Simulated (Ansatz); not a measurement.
Gas-phase electronic energies from Ansatz, PBE0-D4/def2-TZVP geometries. CCSD(T)/CBS adds triple-zeta CCSD(T) − MP2 to the extrapolated MP2 energy (def2 sets, frozen cores). DFT in def2-TZVPP. B3LYP here is the variant with VWN-RPA as its local correlation; programs differ in this. Elements past krypton have def2 core potentials. For Sn outer-core shells are correlated without core-valence functions, which leaves a few kJ/mol of doubt a bond. One conformer a species, not always the lowest.

Consider the redistribution: `[OH][Al]([SiH3])[Cl]` + `N[BH][SnH3]` → `[OH][Al]([SiH3])[SnH3]` + `NBCl`.

| level | ΔE (kJ/mol) | difference from CCSD(T)/CBS |
| --- | --- | --- |
| PBE-D4 | 22.6 | -12.0 |
| r2SCAN-D4 | 29.9 | -4.7 |
| PBE0-D4 | 25.7 | -8.9 |
| B3LYP-D4 | 30.9 | -3.7 |
| ωB97X-V | 34.0 | -0.6 |
| ωB97M-V | 34.6 | 0.0 |
| B2PLYP | 32.8 | -1.8 |
| PBE | 22.2 | -12.4 |
| r2SCAN | 30.0 | -4.6 |
| PBE0 | 25.5 | -9.1 |
| B3LYP | 30.2 | -4.4 |
| HF/def2-TZVPP | 36.5 | 1.9 |
| MP2/def2-TZVPP | 36.1 | 1.5 |
| SCS-MP2/def2-TZVPP | 36.8 | 2.2 |
| CCSD/def2-TZVPP | 35.6 | 1.0 |
| CCSD(T)/def2-TZVPP | 34.7 | 0.1 |
| HF/def2-QZVPP | 37.1 | 2.5 |
| MP2/def2-QZVPP | 36.3 | 1.7 |
| SCS-MP2/def2-QZVPP | 37.2 | 2.6 |
| HF/CBS(def2) | 37.1 | 2.5 |
| MP2/CBS(def2) | 36.1 | 1.5 |
| CCSD/CBS(def2) | 35.5 | 0.9 |
| CCSD(T)/CBS | 34.6 | 0 |

Largest T1 diagnostic among the species: 0.014.

From PBE to PBE0 (25 % exact exchange), in def2-TZVPP and without D4, ΔE moves by +3.3 kJ/mol.
